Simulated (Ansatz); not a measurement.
`[F][Sb]([SiH3])[SiH3]` + `[OH][Al]([O][SiH3])[O][SiH3]` → `[SiH3][O][Al]([O][SiH3])[O][SiH3]` + `[F][SbH][SiH3]`  (cleavage of the Si–Sb bond)

Isolated molecules relaxed with PBE0-D4/def2-TZVP in Ansatz; ΔE leaves out vibrations. CCSD(T)/CBS is the MP2 limit (def2-TZVPP, def2-QZVPP) plus CCSD(T) − MP2 in def2-TZVPP, frozen cores. DFT in def2-TZVPP. B3LYP here is the variant with VWN-RPA as its local correlation; programs differ in this. HSE06 is defined as in plane-wave codes. Elements past krypton have def2 core potentials. For Sb outer-core shells are correlated without core-valence functions, which leaves a few kJ/mol of doubt a bond. One conformer a species, not always the lowest.

```csv
level,ΔE (kJ/mol),difference from CCSD(T)/CBS
LDA (SPW92),-52.8,17.7
revPBE-D4,-49.8,20.7
r2SCAN-D4,-68.7,1.8
PBE0-D4,-58.5,12.0
B3LYP-D4,-73.8,-3.3
r2SCAN0-D4,-72.1,-1.6
HSE06-D4,-58.0,12.5
PBE-QIDH,-70.1,0.4
r2SCAN,-68.8,1.7
B3LYP,-78.7,-8.2
RPA@PBE/def2-TZVPP,-80.2,-9.7
HF/def2-SVP,-99.3,-28.8
HF/def2-TZVPP,-107.6,-37.1
CCSD(T)/def2-TZVPP,-76.6,-6.1
HF/def2-QZVPP,-110.0,-39.5
HF/CBS(def2),-110.4,-39.9
CCSD(T)/CBS,-70.5,0
```

Largest T1 diagnostic among the species: 0.014.

At CCSD(T), def2-SVP lies −5.1 kJ/mol from the extrapolated value and def2-TZVPP −6.1 kJ/mol. From r2SCAN to r2SCAN0 (25 % exact exchange), in def2-TZVPP and without D4, ΔE moves by −3.6 kJ/mol.
